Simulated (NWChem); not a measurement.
Species: C$_{2}$, singlet; SMILES [C]=[C]

All runs: NWChem. Pople sets run with spherical d functions. Low-valent species are run as closed-shell singlets; no triplet was tried in these runs. All runs use the structure optimised with PBE0-D3(BJ)/def2-TZVP. Level MN15/6-31G*: energy and gradient on several grids; changes count from the extra-fine grid, which is no exact limit either.

**Question.** Which is the coarsest grid (xcoarse; medium; coarse; xfine; fine) from which on the energy stays within 100 μHa and each gradient component within 200 μHa/bohr of xfine?

**Answer.** coarse.
```csv
grid,size of the energy change (μHa),largest change of a gradient component (μHa/bohr)
xcoarse,2000,4000
coarse,< 10,100
medium,< 10,< 30
fine,< 10,< 30
xfine,< 10,< 30
```
